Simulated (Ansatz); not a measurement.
BeH2S (SMILES [BeH][SH]) moved off its minimum; all values from Ansatz (a quantum-chemistry and plane-wave program), cores frozen in correlated methods.
(charge 0, multiplicity 1)
```xyz
4

Be    -0.8200    -0.6605    -1.0245
H     -1.4886    -1.2732    -1.9002
S      0.2738     0.3030     0.3127
H      0.6933    -0.8675     0.8196
```

```
level                    largest force (eV/Å)  on atom  rms difference from CCSD(T)/aug-cc-pV(T+d)Z (eV/Å)  dipole (D)
-----------------------  --------------------  -------  --------------------------------------------------  ----------
HF/def2-TZVPP                            2.13      Be1                                               0.162        1.03
PBE/def2-TZVPP                           2.29      Be1                                               0.131        0.72
r2SCAN/def2-TZVPP                        2.27      Be1                                               0.046        0.81
B3LYP/def2-TZVPP                         2.12      Be1                                               0.032        0.77
wB97M-V/def2-TZVPP                       2.13      Be1                                               0.047        0.82
MP2/aug-cc-pV(T+d)Z                      2.13      Be1                                               0.058        0.82
CCSD(T)/aug-cc-pV(T+d)Z                  2.14      Be1                                               0.000        0.80
```

The differences count from one level among others, with limits of its own. Forces at CCSD(T)/aug-cc-pV(T+d)Z (eV/Å):

| atom | Fx | Fy | Fz |
|---|---|---|---|
| Be1 | 1.193 | 1.047 | 1.434 |
| H2 | -0.675 | -0.586 | -0.832 |
| S3 | -0.555 | -0.419 | -0.648 |
| H4 | 0.037 | -0.042 | 0.046 |
